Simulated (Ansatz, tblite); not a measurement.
Removing and adding an electron: Sn₁₂O₂₀H₁₈²⁺ (started as a model of: [(RSn)12O14(OH)6]2+, R = H). Total charge 2; singlet. Geometry: r2SCAN-D4/def2-SVP. Ansatz, gas phase; energy differences of separate SCF runs; the oxidised species was run as a doublet alone; the reduced species was run as a doublet alone.

```xyz
50

Sn    0.024    0.796   -3.374
Sn    2.757   -0.645   -2.000
Sn    1.976    2.559   -1.250
Sn    1.820   -2.630    0.510
Sn    0.528    2.673    1.752
Sn   -2.705   -0.246   -1.764
Sn   -1.820    2.630   -0.511
Sn   -0.528   -2.673   -1.752
Sn    2.705    0.246    1.764
Sn   -0.024   -0.796    3.374
Sn   -2.757    0.645    2.000
Sn   -1.976   -2.559    1.250
O     1.147    0.653   -1.597
O    -1.617    1.504   -2.222
O    -1.014   -0.970   -2.801
O     1.484   -2.286   -1.545
O     2.992   -0.924    0.095
O     0.168    3.116   -0.281
O     2.279    2.004    0.780
O    -0.168   -3.116    0.281
O     1.617   -1.504    2.222
O    -1.484    2.286    1.545
O     1.014    0.970    2.801
O    -2.992    0.924   -0.095
O    -2.279   -2.004   -0.780
O    -1.147   -0.653    1.597
O     1.753   -0.360   -3.864
O     1.012    2.677   -3.153
O     3.604    1.312   -1.851
O    -1.753    0.361    3.864
O    -1.012   -2.677    3.153
O    -3.604   -1.312    1.851
H     2.004   -0.711   -4.732
H     0.993    3.431   -3.762
H     4.529    1.568   -1.983
H    -2.003    0.712    4.731
H    -0.992   -3.431    3.761
H    -4.529   -1.568    1.983
H    -0.574    1.019   -4.950
H     4.130   -1.459   -2.586
H     2.787    4.053   -1.295
H     2.763   -4.008    0.787
H     0.796    4.064    2.677
H    -4.125   -0.379   -2.675
H    -2.763    4.008   -0.787
H    -0.796   -4.064   -2.677
H     4.125    0.379    2.675
H     0.573   -1.019    4.950
H    -4.130    1.459    2.586
H    -2.787   -4.053    1.296
```

In the def2 sets Sn takes a core potential; there is no spin–orbit coupling. The xTB rows come from tblite. B3LYP takes the VWN-RPA correlation. Single mean-field runs in def2-SVP are fitted with def2-universal-jkfit.

| level | −HOMO (eV) | vertical IE (eV) | −LUMO (eV) | vertical EA (eV) | HOMO–LUMO gap (eV) | IE − EA (eV) |
| --- | --- | --- | --- | --- | --- | --- |
| PBE-D4/def2-SVP | 12.16 | – | 8.12 | 6.70 | 4.04 | – |
| B3LYP-D4/def2-SVP | 13.27 | 14.54 | 7.53 | 6.48 | 5.73 | 8.05 |
| PBE0-D4/def2-SVP | 13.52 | 14.66 | 7.28 | 6.29 | 6.23 | 8.37 |

**Question.** Estimate the rows for GFN1-xTB, GFN2-xTB.

**Answer.** 
```tsv
level	−HOMO (eV)	vertical IE (eV)	−LUMO (eV)	vertical EA (eV)	HOMO–LUMO gap (eV)	IE − EA (eV)
GFN1-xTB	16.84	18.46	13.66	12.21	3.18	6.25
GFN2-xTB	17.47	18.87	14.72	13.33	2.75	5.55
```

Run but left out: PBE-D4/def2-SVP (charge +3 doublet: an occupied level 0.10 eV above an empty one).   Raw xTB energy differences between charge states are shifted by several eV; the methods need an empirical correction for them.
